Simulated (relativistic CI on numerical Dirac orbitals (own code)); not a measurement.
Line list: Electric-dipole lines, K3+

These numbers are calculated, not measured: Dirac-Coulomb-Breit CI, separate exchange-only KLI orbitals for each configuration, QED by a radiative potential, valence Slater integrals scaled by 0.85, P86 correlation estimate, and configurations built on the next ion tied to the tabulated ionisation energy (semi-empirical) (own radial code, finite nucleus).

Configurations in the expansion (outside the closed core [Ne]): 3s²3p⁴, 3s²3p³3d, 3s²3p³4s, 3s²3p³4p, 3s²3p³4d, 3s²3p³5s, 3s²3p³4f, 3s3p⁵, 3p⁶, 3s²3p²3d², 3s3p⁴3d, 3p⁴3d², 3s²3p³5p, 3s²3p³5d, 3p⁵3d, 3s²3p³5f, 3s²3p³5g, 3s3p³3d², 3s3p⁴4s, 3s3p⁴4p, 3s²3p²3d4s, 3s3p⁴4d, 3s3p⁴5s, 3s3p⁴4f. Levels of other configurations are missing.

```tsv
λ vac (Å)	Lower	Upper	A (s⁻¹)	gf	Branching (%)
264.59	3s²3p⁴ ¹D2 [4]	3s²3p³5s ¹D°2 [177]	4.31e+09	2.26e-01	70.1
270.68	3s²3p⁴ ³P2 [1]	3s²3p³5s ³S°1 [121]	4.44e+09	1.46e-01	47.0
350.03	3s²3p⁴ ¹D2 [4]	3s²3p³4s ¹P°1 [63]	4.34e+09	2.39e-01	53.4
356.25	3s²3p⁴ ³P2 [1]	3s²3p³4s ³D°3 [51]	2.72e+09	3.62e-01	99.5
358.55	3s²3p⁴ ³P1 [2]	3s²3p³4s ³D°2 [50]	1.84e+09	1.78e-01	67.3
371.54	3s²3p⁴ ¹D2 [4]	3s²3p³4s ¹D°2 [52]	7.42e+09	7.68e-01	98.7
376.65	3s²3p⁴ ¹S0 [5]	3s²3p³4s ¹P°1 [63]	3.79e+09	2.42e-01	46.5
380.11	3s²3p⁴ ³P2 [1]	3s²3p³4s ³S°1 [46]	5.14e+09	3.34e-01	55.7
382.52	3s²3p⁴ ³P1 [2]	3s²3p³4s ³S°1 [46]	3.03e+09	1.99e-01	32.8
391.33	3s²3p⁴ ¹D2 [4]	3s²3p³3d ¹F°3 [48]	5.57e+10	8.96e+00	100.0
399.92	3s²3p⁴ ³P2 [1]	3s²3p³3d ³P°1 [39]	1.62e+10	1.17e+00	32.9
400.06	3s²3p⁴ ¹D2 [4]	3s²3p³3d ¹D°2 [47]	4.22e+10	5.07e+00	99.7
401.46	3s²3p⁴ ³P1 [2]	3s²3p³3d ³P°0 [40]	4.97e+10	1.20e+00	100.0
401.91	3s²3p⁴ ³P2 [1]	3s²3p³3d ³P°2 [38]	3.90e+10	4.72e+00	79.3
402.59	3s²3p⁴ ³P1 [2]	3s²3p³3d ³P°1 [39]	1.65e+10	1.20e+00	33.4
403.62	3s²3p⁴ ³P0 [3]	3s²3p³3d ³P°1 [39]	1.62e+10	1.19e+00	33.0
404.60	3s²3p⁴ ³P1 [2]	3s²3p³3d ³P°2 [38]	1.01e+10	1.24e+00	20.6
405.62	3s²3p⁴ ³P2 [1]	3s²3p³3d ³S°1 [37]	2.67e+10	1.98e+00	68.6
408.37	3s²3p⁴ ³P1 [2]	3s²3p³3d ³S°1 [37]	9.65e+09	7.24e-01	24.8
409.43	3s²3p⁴ ³P0 [3]	3s²3p³3d ³S°1 [37]	2.53e+09	1.91e-01	6.5
```

Terms are leading LS components. Brackets give the number of a level in order of energy, since labels repeat. The list gives strong lines, with weight on those to low levels, without configurations that were not tied to measured data, without lines whose two gauges differ by over a factor of 2.5, among the lowest 300 of 1138 levels, so that lines to higher ones, which can be the strongest, are missing, and without lines across small gaps between configurations, and without 153 lines that miss the measured interval by over 3.5 %, start from a term whose rates miss tabulated ones by over 60 %, have gauges far apart or, lacking measured levels, span too small a gap for the errors found; lines with a level outside our table were not tested and can miss by more. Levels whose partners in the same complex of configurations lie outside the list can be far off, and so can their lines. Rates are taken at the computed energies, electric ones in the length gauge.

Configurations that consist of the next ion and one excited electron were tied to the tabulated ionisation energy; Rydberg ones are usually within 1,000 to 3,000 cm⁻¹ and the lowest ones within about 6,000 (9,000 in d shells), while levels on excited terms of the next ion carry the error of that term, and the other configurations can be misplaced by 10,000 cm⁻¹ or more. Rates follow the energies as ν³ (E1, M1) or ν⁵ (E2), so rates, branching and lifetimes can be off by large factors. The fine structure of a lone outer electron comes out too small, for d and f at times inverted, and misplaced configurations move strength between like terms. 30 of the 36 excited levels that our extract of the measured tables holds in this range could be paired (the sources list more); they are missed by 4525 cm⁻¹ on average and 8594 at most, and levels without a partner can miss by more.
